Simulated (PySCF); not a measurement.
## SMILES CC(C)=C=C(C)[SiH3], C$_{6}$H$_{12}$Si

Molfile (atoms numbered from 1):
```
C6H12Si
     RDKit          3D

 19 18  0  0  0  0  0  0  0  0999 V2000
   -2.1692    1.2185   -0.3477 C   0  0  0  0  0  0  0  0  0  0  0  0
   -1.3809   -0.0352   -0.0809 C   0  0  0  0  0  0  0  0  0  0  0  0
   -2.1351   -1.2022    0.4970 C   0  0  0  0  0  0  0  0  0  0  0  0
   -0.0928   -0.1068   -0.3385 C   0  0  0  0  0  0  0  0  0  0  0  0
    1.2012   -0.1650   -0.5616 C   0  0  0  0  0  0  0  0  0  0  0  0
    1.8028   -0.6129   -1.8723 C   0  0  0  0  0  0  0  0  0  0  0  0
    2.3377    0.3355    0.8492 Si  0  0  0  0  0  4  0  0  0  0  0  0
   -1.5411    2.0160   -0.7661 H   0  0  0  0  0  0  0  0  0  0  0  0
   -2.6294    1.5904    0.5836 H   0  0  0  0  0  0  0  0  0  0  0  0
   -2.9923    1.0167   -1.0542 H   0  0  0  0  0  0  0  0  0  0  0  0
   -2.5992   -0.9236    1.4585 H   0  0  0  0  0  0  0  0  0  0  0  0
   -1.4823   -2.0688    0.6657 H   0  0  0  0  0  0  0  0  0  0  0  0
   -2.9529   -1.5083   -0.1774 H   0  0  0  0  0  0  0  0  0  0  0  0
    1.0251   -0.8848   -2.6004 H   0  0  0  0  0  0  0  0  0  0  0  0
    2.4246    0.1846   -2.3118 H   0  0  0  0  0  0  0  0  0  0  0  0
    2.4598   -1.4863   -1.7260 H   0  0  0  0  0  0  0  0  0  0  0  0
    3.1991   -0.8188    1.2633 H   0  0  0  0  0  0  0  0  0  0  0  0
    3.2575    1.4355    0.4139 H   0  0  0  0  0  0  0  0  0  0  0  0
    1.5320    0.7951    2.0176 H   0  0  0  0  0  0  0  0  0  0  0  0
  1  2  1  0
  2  3  1  0
  2  4  2  0
  4  5  2  0
  5  6  1  0
  5  7  1  0
  1  8  1  0
  1  9  1  0
  1 10  1  0
  3 11  1  0
  3 12  1  0
  3 13  1  0
  6 14  1  0
  6 15  1  0
  6 16  1  0
  7 17  1  0
  7 18  1  0
  7 19  1  0
M  END
```

Method used: TDDFT CAM-B3LYP/aug-cc-pVDZ circular dichroism and optical rotation, one conformer, IEF-PCM dimethylsulfoxide (non-equilibrium linear response, no local-field factor) (PySCF 2.14.0). Geometry: PBE0-D3(BJ)/def2-SVP.

No stereocentre is labelled: unless the shape is locked (an allene, a helicene, a hindered biaryl), the mirror image is equally populated and a measured rotation or CD is zero.

Question: Draw the ECD and absorption spectra from the lowest 12 states, each a Gaussian of half-width 0.2 eV at 1/e height.

Answer: 
```tsv
E (eV)	λ (nm)	Δε (L mol⁻¹ cm⁻¹)	ε (L mol⁻¹ cm⁻¹)
4.78	260	0.00	0.0938
4.93	252	+0.01	2.27
5.08	244	+0.07	17.9
5.23	237	+0.17	46
5.38	231	+0.14	54
5.53	224	+0.03	229
5.68	218	-0.06	967
5.83	213	-0.16	1440
5.98	207	-0.38	1550
6.13	202	-0.02	8390
6.28	198	+2.16	28700
6.43	193	+2.97	39200
6.58	189	-1.12	52500
6.73	184	-2.96	77800
6.88	180	-1.33	54800
7.03	176	-1.06	27700
```
Δε uses R in velocity form, ε uses f in length form. Only the states computed contribute, so the short-wavelength end is incomplete.
